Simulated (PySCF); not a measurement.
Positional isomers: propene hydroxy+silyl. Gas-phase values, no solvent. One relaxed conformer stands for each flexible species; it need not be the lowest. Strings in code marks are SMILES.

Quantity: electronic energy of isomers of C3H8OSi relative to `C/C(O)=C/[SiH3]` (C–C–O–H torsion 180°), in kcal/mol.

Case: `O/C=C\C[SiH3]` (H–O–C–C torsion 4°, C–C–C–Si torsion -89°). Geometry of `O/C=C\C[SiH3]` (neutral, multiplicity 1, Å):

```xyz
13

O     -1.9964     1.1466    -0.4852
C     -1.8404    -0.1743    -0.2340
C     -0.8028    -0.7536     0.3660
C      0.4168    -0.0435     0.8616
Si     1.7207     0.0720    -0.4974
H     -1.2036     1.6215    -0.2170
H     -2.6950    -0.7430    -0.5788
H     -0.8378    -1.8316     0.4659
H      0.8485    -0.5723     1.7155
H      0.1907     0.9666     1.2255
H      1.1807     0.8801    -1.6240
H      2.0508    -1.2883    -0.9950
H      2.9678     0.7198    -0.0030
```

Problem. Give the electronic energy of isomers of C3H8OSi relative to `C/C(O)=C/[SiH3]` (C–C–O–H torsion 180°) at the level PBE0-D3(BJ)/def2-TZVP (PySCF).

Solution. 5.26 kcal/mol.
